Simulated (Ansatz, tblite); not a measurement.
Isomers of Hg2Cl4⁺ (doublet), found by a short tight-binding search and relaxed with PBE0-D4/def2-SVP in Ansatz.

In the def2 sets Hg takes a core potential; there is no spin–orbit coupling. The xTB rows come from tblite. Correlated methods freeze 20 core orbitals; core or outer-core shells of Hg are correlated, in sets that lack core-valence functions.

A: At PBE-D4/def2-SVP, PBE-D4/def2-TZVP, r2SCAN-D4/def2-TZVP the gap within one spin of the charge 1 doublet nearly closes, so an electron or hole may be smeared out by delocalisation error.

Other spin states weren't relaxed.

A:

```xyz
6

Hg   -1.368   -1.341    0.391
Hg    1.369    1.340   -0.391
Cl    2.369    2.135   -2.309
Cl   -2.373   -2.130    2.308
Cl    0.468    0.661    1.636
Cl   -0.464   -0.665   -1.635
```

B:

```xyz
6

Hg    1.6394    2.0401   -1.0053
Hg   -1.6593   -2.0298    0.9916
Cl    2.4548    3.0750   -2.8313
Cl    0.4010   -1.4763   -0.0661
Cl    0.7736    0.9458    0.9239
Cl   -3.6094   -2.5548    1.9872
```

C:

```xyz
6

Hg   -0.9476    1.2922    0.8597
Hg    2.0197   -1.5105    1.0986
Cl   -0.3902   -0.3885   -1.8106
Cl    0.6162    0.4199    2.3960
Cl   -2.3735    1.9959   -0.7599
Cl    1.0753   -1.8091   -1.7839
```

D:

```
atom   x (Å)   y (Å)   z (Å)
 Hg1   0.594  -1.180   0.229
 Hg2  -1.284   2.337  -0.654
 Cl3  -1.918   4.392   0.010
 Cl4   1.529  -3.611  -0.269
 Cl5   1.705  -2.078   2.090
 Cl6  -0.627   0.141  -1.405
```

Q: Estimate which lies lowest at each level, and how far above it the others are (kcal/mol).

A: 
| level | A | B | C | D |
| --- | --- | --- | --- | --- |
| GFN1-xTB | 2.0 | 9.0 | 0.0 | 6.8 |
| GFN2-xTB | 5.8 | 11.7 | 0.0 | 14.1 |
| HF/def2-SVP | 11.5 | 0.0 | 14.2 | 2.4 |
| HF/def2-TZVP | 10.9 | 0.0 | 15.0 | 3.3 |
| PBE-D4/def2-SVP | 1.7 | 0.0 | 20.5 | 13.9 |
| PBE-D4/def2-TZVP | 2.0 | 0.0 | 20.0 | 14.1 |
| r2SCAN-D4/def2-TZVP | 1.6 | 0.0 | 22.5 | 12.7 |
| r2SCANh-D4/def2-TZVP | 4.5 | 0.0 | 21.5 | 11.8 |
| PBE0-D4/def2-SVP | 8.6 | 0.0 | 19.2 | 11.2 |
| PBE0-D4/def2-TZVP | 9.0 | 0.0 | 19.0 | 11.7 |
| r2SCAN0-D4/def2-TZVP | 9.4 | 0.0 | 20.4 | 11.0 |
| MP2/def2-SVP | 18.7 | 0.0 | 15.1 | 9.3 |
| MP2/def2-TZVP | 20.8 | 0.0 | 16.0 | 12.4 |
| CCSD/def2-SVP | 16.5 | 0.0 | 14.1 | 6.9 |
| CCSD(T)/def2-SVP | 16.6 | 0.0 | 15.2 | 7.0 |
Point groups (tolerance 0.1 Å): A C2h, B C2, C Cs, D not assigned. A and B have the same bonds, so they are conformers or stereoisomers. Lower isomers may exist.
